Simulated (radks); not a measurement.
Effect of the nuclear size on the ytterbium ion Yb2+, [Xe] 4f14. Method: Dirac Kohn-Sham, PBE, spin-unpolarised, spherical densities, finite nucleus; Fermi nuclear charge, rms radius 5.3108 fm; computed with a radial shooting solver on a logarithmic mesh with Libxc functionals. The rms radius is varied about that value; shifts are against it.

| rms radius (fm) | total energy shift (eV) | density at nucleus (e/bohr^3) | 1s1/2 shift (meV) | 2s1/2 shift (meV) | 4p1/2 shift (meV) | 5s1/2 shift (meV) | 4f7/2 shift (meV) | 6s1/2 (empty) shift (meV) |
|---|---|---|---|---|---|---|---|---|
| 4.6576 | -9.17 | 1.069e+06 | -3740 | -509 | -0.170 | -4.21 | 0.347 | -0.545 |
| 5.109 | -2.92 | 1.039e+06 | -1190 | -162 | -0.055 | -1.34 | 0.110 | -0.174 |
| 5.3108 | 0 | 1.027e+06 | 0.000 | 0.000 | 0.000 | 0.000 | 0.000 | 0.000 |
| 5.7463 | 6.57 | 1.002e+06 | 2680 | 365 | 0.124 | 3.01 | -0.248 | 0.391 |
| 5.8791 | 8.65 | 9.95e+05 | 3530 | 480 | 0.163 | 3.96 | -0.327 | 0.514 |

Slopes of the eigenvalues against <r^2> in GHz/fm^2, as finite differences over the two radii next to the reference (eigenvalue slopes, not the field-shift constants of lines): 1s1/2 135000, 2s1/2 18400, 4p1/2 6.23, 5s1/2 152, 4f7/2 -12.5, 6s1/2 (empty) 19.7.
